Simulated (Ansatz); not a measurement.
Isolated molecules relaxed with PBE0-D4/def2-TZVP in Ansatz; ΔE leaves out vibrations. CCSD(T)/CBS adds triple-zeta CCSD(T) − MP2 to the extrapolated MP2 energy (def2 sets, frozen cores). DFT in def2-TZVPP. B3LYP here is the variant with VWN-RPA as its local correlation; programs differ in this. For Ge outer-core shells are correlated without core-valence functions, which leaves a few kJ/mol of doubt a bond. Scalar relativity is left out up to krypton. Each species was taken in one conformer, which may not be the lowest.

Consider the cleavage of the Si–Si bond: `[AlH2][SiH]([SiH3])[SiH3]` + `[OH][Ge][O][SiH3]` → `[SiH3][O][Ge][O][SiH3]` + `[AlH2][SiH2][SiH3]`.

**Question.** Is it downhill or uphill in electronic energy at CCSD(T)/CBS, and by how much? (Estimate.)

**Answer.** The calculation gave: Downhill: ΔE = -79.8 kJ/mol.

**Question.** What do these levels give: PBE-D4, r2SCAN-D4, B2PLYP, r2SCAN, PBE0, B3LYP, MP2/def2-TZVPP, CCSD/def2-TZVPP, CCSD(T)/def2-TZVPP, MP2/def2-QZVPP, HF/CBS(def2), MP2/CBS(def2)? (An estimate is asked.)

**Answer.** The calculation gave: PBE-D4 -54.4, r2SCAN-D4 -71.5, B2PLYP -85.1, r2SCAN -71.6, PBE0 -62.4, B3LYP -82.9, MP2/def2-TZVPP -83.6, CCSD/def2-TZVPP -85.2, CCSD(T)/def2-TZVPP -80.7, MP2/def2-QZVPP -83.8, HF/CBS(def2) -113.3, MP2/CBS(def2) -82.7 kJ/mol.

Largest T1 diagnostic among the species: 0.015.

In def2-TZVPP, CCSD(T) changes the Hartree–Fock value by +30.0 kJ/mol (the triples alone add +4.5 kJ/mol) and MP2 by +27.1 kJ/mol. From PBE to PBE0 (25 % exact exchange), in def2-TZVPP and without D4, ΔE moves by −7.7 kJ/mol.
